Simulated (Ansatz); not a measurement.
Compounds of Al with 3 ligands, in which OH is traded for H. Quantity: electronic atomisation energy to ground-state atoms, in kcal/mol. Structures are relaxed separately at B3LYP-D3(BJ)/def2-TZVP in Ansatz (a first-principles code), one conformer each, not searched for the lowest. Correlated levels leave the core frozen unless marked. Open shells are spin-unrestricted. No spin-orbit coupling. No relativistic terms. Basis-set limits of correlation are two-point, X^-3; Hartree-Fock from the larger set (for Q and 5 zeta extrapolated as (X+1)exp(-9√X)). The first level has limits of its own: it lacks core correlation, which all-electron functionals hold.

```json
[
 {"n(H)": "0", "species (SMILES)": "[OH][Al]([OH])[OH]", "CCSD(T)/CBS(cc-pV(Q+d)Z,cc-pV(5+d)Z) (Ansatz)": "671.9", "PBE/def2-TZVPD (Ansatz)": "667.9", "wB97X-V/def2-TZVPD (Ansatz)": "661.8"},
 {"n(H)": "1", "species (SMILES)": "[OH][AlH][OH]", "CCSD(T)/CBS(cc-pV(Q+d)Z,cc-pV(5+d)Z) (Ansatz)": "?", "PBE/def2-TZVPD (Ansatz)": "?", "wB97X-V/def2-TZVPD (Ansatz)": "?"},
 {"n(H)": "2", "species (SMILES)": "[OH][AlH2]", "CCSD(T)/CBS(cc-pV(Q+d)Z,cc-pV(5+d)Z) (Ansatz)": "367.5", "PBE/def2-TZVPD (Ansatz)": "359.8", "wB97X-V/def2-TZVPD (Ansatz)": "365.1"},
 {"n(H)": "3", "species (SMILES)": "[AlH3] (AlH3)", "CCSD(T)/CBS(cc-pV(Q+d)Z,cc-pV(5+d)Z) (Ansatz)": "213.8", "PBE/def2-TZVPD (Ansatz)": "203.4", "wB97X-V/def2-TZVPD (Ansatz)": "215.1"}
]
```

Fit a straight line through the known rows at each level by least squares, predict the withheld row (n(H) = 1), and compare with the run.


- The known rows have mean n(H) = 1.66667 and Σ(n(H) - mean)² = 4.6667.
- CCSD(T)/CBS(cc-pV(Q+d)Z,cc-pV(5+d)Z): mean 417.733, Σ(n(H) - mean)(y - mean) = -712.267, slope -152.628 kcal/mol a step; the line gives 417.733 + (-152.628)×(1 - 1.66667) = 519.5; the run gives 520.9, +1.4 from the line, whose largest residual on the known rows is 0.6.
- PBE/def2-TZVPD: mean 410.367, Σ(n(H) - mean)(y - mean) = -722.033, slope -154.720 kcal/mol a step; the line gives 410.367 + (-154.720)×(1 - 1.66667) = 513.5; the run gives 515.3, +1.8 from the line, whose largest residual on the known rows is 1.0.
- wB97X-V/def2-TZVPD: mean 414.000, Σ(n(H) - mean)(y - mean) = -694.500, slope -148.820 kcal/mol a step; the line gives 414.000 + (-148.820)×(1 - 1.66667) = 513.2; the run gives 514.7, +1.5 from the line, whose largest residual on the known rows is 0.7.
- PBE minus the first level along the series: -4.0, -5.6, -7.7, -10.4 kcal/mol.
